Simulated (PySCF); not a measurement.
SiBr4, optimised at HF/6-31G*:

```xyz
5

Si    -0.0149     0.0093    -0.0167
Br    -0.0154     0.8786    -2.0400
Br    -0.0213    -2.1881    -0.1618
Br     1.7866     0.6682     1.0649
Br    -1.8095     0.6784     1.0701
```

Computed with PySCF (xtb for GFN2) and rigid-rotor harmonic-oscillator thermochemistry at 1 bar. 6-31G* has spherical d functions here. All species are closed-shell singlets. B3LYP is the form with VWN-RPA correlation. Br: all electrons, no relativistic terms.

Task: List the harmonic frequencies (cm⁻¹, unscaled) at this level and at the other levels, each on its own geometry.

Result: 
- HF/6-31G*: 95, 95, 147, 147, 147, 262, 523, 523, 523
- B3LYP/6-31G*: 85, 85, 134, 134, 134, 238, 482, 483, 483
- GFN2-xTB: 70, 70, 106, 106, 106, 229, 468, 468, 468
- PBE/def2-SVP: 81, 81, 128, 128, 128, 237, 482, 482, 482
- PBE0/def2-TZVP: 85, 85, 134, 134, 134, 248, 496, 496, 496
